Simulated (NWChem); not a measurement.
# trimethylarsine (C₃H₉As); SMILES C[As](C)C

All runs: NWChem. The level has its own optimisation; frequencies are unscaled.

Task: Estimate the computed values for PBE-D3(BJ)/def2-SVP. Quantities: r As–C (Å); r C–H (Å); highest harmonic frequency (cm⁻¹); lowest (cm⁻¹); zero-point energy (kcal/mol); dipole (D).

Result: r As–C (Å): 1.987
r C–H (Å): 1.108
highest harmonic frequency (cm⁻¹): 3087
lowest (cm⁻¹): 148
zero-point energy (kcal/mol): 67.3
dipole (D): 0.92
